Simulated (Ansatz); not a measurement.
`C[O][Mo]([CH3])(=[S])=[S]`, 12 atoms. Total charge 0; spin multiplicity 1. Correlated methods include outer-core shells of Mo, which these sets cover unevenly. Mo: def2 effective core potential. All runs use 4 threads of an AMD EPYC 9R45 on a shared host. Correlated methods freeze the cores.

Task: How many basis functions does each run have, and how long does it take in Ansatz? RKS r2SCAN-D4/def2-TZVPP energy and forces; RHF-MP2/def2-QZVPP energy; RKS PBE0-D4/def2-TZVP frequencies; RKS SPW92 (LDA)/def2-TZVPP energy; RKS ωB97M-V/def2-QZVPP energy; RKS r2SCANh-D4/def2-TZVPP energy; RKS ωB97M-V/def2-SVP energy; RKS PBE0-D4/def2-SVP energy; RHF-CCSD(T)/def2-SVP energy; RKS PBE0-D4/def2-TZVP relaxation (18 steps); RKS LC-ωPBE/def2-TZVPP energy; direct RPA on PBE orbitals/def2-TZVPP energy. (Estimate.)

Result: Computed: Other jobs shared the machine, so times are rough.

| level | job | functions | wall time | peak host memory (GiB) |
| --- | --- | --- | --- | --- |
| RKS PBE0-D4/def2-SVP | energy | 139 | 1.1 s | 0.44 |
| RKS SPW92 (LDA)/def2-TZVPP | energy | 317 | 1.1 s | 0.56 |
| RKS LC-ωPBE/def2-TZVPP | energy | 317 | 2.2 s | 0.82 |
| RKS r2SCAN-D4/def2-TZVPP | energy and forces | 317 | 3.5 s | 0.61 |
| RKS ωB97M-V/def2-SVP | energy | 139 | 4.1 s | 0.6 |
| RKS r2SCANh-D4/def2-TZVPP | energy | 317 | 4.1 s | 1.2 |
| direct RPA on PBE orbitals/def2-TZVPP | energy | 317 | 5.5 s | 1 |
| RHF-CCSD(T)/def2-SVP | energy | 139 | 12 s | 1.2 |
| RKS ωB97M-V/def2-QZVPP | energy | 572 | 18 s | 3.2 |
| RHF-MP2/def2-QZVPP | energy | 572 | 23 s | 4.6 |
| RKS PBE0-D4/def2-TZVP | relaxation (18 steps) | 243 | 47 s | 0.88 |
| RKS PBE0-D4/def2-TZVP | frequencies | 243 | 2.9 min | 0.88 |

LC-ωPBE has ω = 0.4 bohr⁻¹.
